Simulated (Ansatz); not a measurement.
Basis sets compared for [Ni(NH3)(H2O)5]2+ (NiNO₅H₁₃²⁺). Total charge 2; triplet. Geometry r2SCAN-D4/def2-SVP. Ansatz on 2 threads of AMD EPYC 7R13 on a shared host and a share (18 GiB) of an NVIDIA H100 80GB HBM3; times are rough, and most runs start from earlier orbitals.

```xyz
20

Ni   -0.0002   -0.0084    0.0006
N     0.7618    1.8533    0.4684
H     1.7237    1.8456    0.8246
H     0.2196    2.3424    1.1890
H     0.7968    2.4974   -0.3293
O    -0.7665   -1.8761   -0.4947
H    -1.4366   -2.3809   -0.0076
H    -0.5082   -2.4061   -1.2654
O     1.1484   -0.2347   -1.7034
H     2.0865   -0.4830   -1.7100
H     0.9648    0.1690   -2.5664
O    -1.2708   -0.0778    1.6320
H    -1.0310   -0.3319    2.5371
H    -2.1535    0.3216    1.6820
O    -1.5376    0.7679   -1.1459
H    -1.8347    1.6711   -1.3381
H    -2.1582    0.1741   -1.5976
O     1.4368   -1.0460    1.0676
H     1.4174   -2.0163    1.0781
H     2.1415   -0.7812    1.6792
```

```tsv
level	functions	energy (Eh)	HOMO (eV)	LUMO (eV)	wall time
PBE-D4/def2-SVP	180	-1945.3275	-13.70	-11.71	2.7 s
PBE0-D4/def2-SVP	180	-1945.3704	-16.49	-9.21	2.3 s
```

Task: Estimate the rows for PBE-D4/def2-TZVP, PBE0-D4/def2-TZVP (with forces).

Result: 
```csv
level,functions,energy (Eh),HOMO (eV),LUMO (eV),wall time
PBE-D4/def2-TZVP,309,-1946.0689,-14.21,-12.22,3.8 s
PBE0-D4/def2-TZVP (with forces),309,-1946.0948,-16.73,-9.59,6 s
```
